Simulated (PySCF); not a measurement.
Harmonic spectrum computed at PBE0 in the def2-TZVP basis family (core potentials from Rb on, PySCF, no spin–orbit coupling):

```csv
ω (cm⁻¹),IR (km/mol)
146,7.4
459,47.4
574,169
```

**Question.** Which molecule gave it? In each, all ligands are bound to the one heavy central atom.
A. MgCl₂ (singlet)
B. GaCl₂ (doublet)
C. AlCl₂ (doublet)
D. GeCl₂ (singlet)

**Answer.** C. It has C2v symmetry with Al–Cl 2.102 Å (×2).
